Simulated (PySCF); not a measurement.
Cl2Sn, SMILES [Cl][Sn][Cl] (connectivity only; charge and spin as stated), charge +1, multiplicity 2. The structure is a stationary point at PBE-D3(BJ)/def2-TZVP. The spin state was assumed, not searched. The isomer is the one that the SMILES or the coordinates give; other isomers of the formula were not compared. The def2 effective core potentials stand for the cores of Sn; spin–orbit coupling is left out.

The numbers are results of PBE-D3(BJ)/def2-TZVP run with PySCF 2.14.0, not measurements.

Harmonic wavenumbers (cm⁻¹): 84, 336, 370. Rotational constants (GHz): 8.435, 1.793, 1.479; symmetry number 2.

Question: Work out the zero-point energy and the ideal-gas rigid-rotor harmonic-oscillator thermochemistry at 298.15 K and 1 atm.

Answer: ZPE = ½ Σ hcν = ½ × 790 cm⁻¹ = 4.73 kJ/mol. H − E(el) = 18.53 kJ/mol. Entropy in J/(mol K): translation 174.16, rotation 107.48, vibration 25.53, spin 5.76, total 312.93. G − E(el) = -74.77 kJ/mol. Cp = 54.59 J/(mol K). Modes under 150 cm⁻¹ make the vibrational entropy uncertain.
